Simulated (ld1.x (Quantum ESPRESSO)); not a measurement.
Before and after: TM potential for Ta

```json
{
 "Element": "tantalum",
 "Generator": "ld1.x (Quantum ESPRESSO) 7.5",
 "Type": "norm-conserving Troullier–Martins (Kleinman–Bylander form)",
 "Functional": "BLYP",
 "Relativity": "scalar-relativistic",
 "Frozen core": "[Xe] 4f14",
 "Valence charge": "5",
 "Reference configuration": "5d3 6s1.5 6p0.5",
 "Partial waves": "6s (bound): rc 3.00 bohr; 6p (bound): rc 2.85 bohr; 5d (bound): rc 1.55 bohr",
 "Local potential": "all-electron potential smoothed inside 1.35 bohr (lloc = -2)",
 "Core correction": "Bessel-smoothed model core inside 1.00 bohr"
}
```

All-electron outer shells of the reference configuration (BLYP, scalar-relativistic, ld1.x):

```tsv
shell	level (eV)	outermost node (bohr)	outermost maximum (bohr)
5p	-39.99	0.58	1.13
4f	-25.24	–	0.44
6s	-5.84	1.32	2.74
5d	-4.14	0.65	1.58
6p	-1.67	1.59	3.85
```

Change: wave 6s (bound): rc 3.00 bohr becomes 6s (bound): rc 3.40 bohr.

Cutoffs: the cutoffs (Ry, on a coarse ladder) from which the occupation-weighted sum of valence levels, in a spherical-Bessel basis at the reference potential, stays within 10 and 1 mRy of its value at 400 Ry; they do not see the model core or the augmentation charge, which bear on the density cutoff. Errors are all-electron minus pseudo energies relative to the spin-unpolarised reference configuration.

Problem. Predict the effect on cutoff, ghosts and configuration errors.

Solution. The potential gets neither clearly harder nor softer (25 Ry and 35 Ry → 25 Ry and 35 Ry); both files keep a bound ghost (p, s); of the 7 tests that both files solve, the error grows in 2 and shrinks in 2 by more than 15 % and 0.3 meV (median size 29.4 → 31.6 meV).

| quantity | base | changed |
| --- | --- | --- |
| cutoff, loose | 25 Ry | 25 Ry |
| cutoff, tight | 35 Ry | 35 Ry |
| bound ghosts | s, p | s, p |
| error for 5d3 6s2 6p0, meV [ΔE -2.05 eV] | +0.1 | -0.3 |
| error for 5d3 6s1 6p0, meV [ΔE 6.35 eV] | -5.7 | -5.1 |
| error for 5d3 6s0 6p0, meV [ΔE 21.40 eV] | -29 | -35 |
| error for 5d2 6s0 6p0, meV [ΔE 44.99 eV] | -146 | -204 |
| error for 5d3.5 6s1.5 6p0, meV [ΔE -1.05 eV] | -12 | -11 |
| error for 5d4 6s1 6p0, meV [ΔE 0.07 eV] | -41 | -32 |
| error for 5d2 6s2 6p1, meV [ΔE 0.93 eV] | -70 | -53 |

Base: These tests converged, but a pseudo level misses the all-electron one widely, so the file describes the atom poorly there or has found another state: 5d2 6s0 6p0: empty 6p by 4.9 eV. Changed file: These tests converged, but a pseudo level misses the all-electron one widely, so the file describes the atom poorly there or has found another state: 5d2 6s0 6p0: empty 6p by 5.0 eV. A true bound ghost makes a file unfit for plane-wave use even where its test errors are small: the radial tests pick states by their node count and pass the ghost by.
